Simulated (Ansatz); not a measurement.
Calculated with Ansatz (gas phase, PBE0-D4/def2-TZVP geometries, no zero-point term in ΔE). CCSD(T)/CBS adds triple-zeta CCSD(T) − MP2 to the extrapolated MP2 energy (def2 sets, frozen cores). This one scheme is used for every species. Functionals use def2-TZVPP. Each species was taken in one conformer, which may not be the lowest.

Consider the hydrogenolysis of a C–O bond: `OCO[SiH2]O` + H₂ → CH₃OH + `O[SiH2]O`.

```csv
species,B2PLYP energy (Eh)
`OCO[SiH2]O`,-556.79424
H₂,-1.16991
CH₃OH,-115.68264
`O[SiH2]O`,-442.30674
```

(1) Work out ΔE.

Largest T1 diagnostic among the species: 0.012.

## Answers

(1) ΔE = (-115.68264) + (-442.30674) − (-556.79424) − (-1.16991) = -0.02523 Eh = -66.2 kJ/mol. CCSD(T)/CBS gives -64.4 kJ/mol.

In def2-TZVPP, CCSD(T) changes the Hartree–Fock value by +15.5 kJ/mol (the triples alone add +4.9 kJ/mol) and MP2 by +14.7 kJ/mol. The D4 term adds +11.0 kJ/mol with B3LYP and +6.1 kJ/mol with PBE0; it sums over pairs of atoms, weighted by their polarisabilities, and B3LYP, whose exchange is more repulsive, gets the larger term.

B3LYP here is the variant with VWN-RPA as its local correlation; programs differ in this.
